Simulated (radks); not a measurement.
Results of a calculation; reference values are marked as such.
N III, 5 electrons, occupied as [He] 2s2 2p1. Code: a radial shooting solver on a logarithmic mesh with Libxc functionals. Model: Dirac Kohn-Sham, PBEsol, spin-unpolarised, spherical densities, point nucleus; open shells fill j = l - 1/2 first.

Radial electron density D(r) = 4 pi r^2 rho(r):

r (bohr)  D(r) (e/bohr)
0.0197           0.7771
0.02406           1.090
0.02963           1.528
0.03618           2.079
0.0442            2.772
0.05398           3.608
0.06646           4.596
0.08118           5.591
0.09915           6.506
0.1211            7.177
0.1491            7.420
0.1821            7.072
0.2224            6.143
0.2717            4.804
0.3345            3.349
0.4086            2.305
0.499             1.870
0.6095            2.017
0.7444            2.429
0.9166            2.679
1.119             2.460
1.367             1.826
1.67              1.063
2.056            0.4517
2.511            0.1443
3.068           0.03199
3.747          0.004571

D(r) has 2 maxima, at r = 0.147, 0.931 bohr, and minima at 0.519 bohr, inside which lie 2.13 electrons.
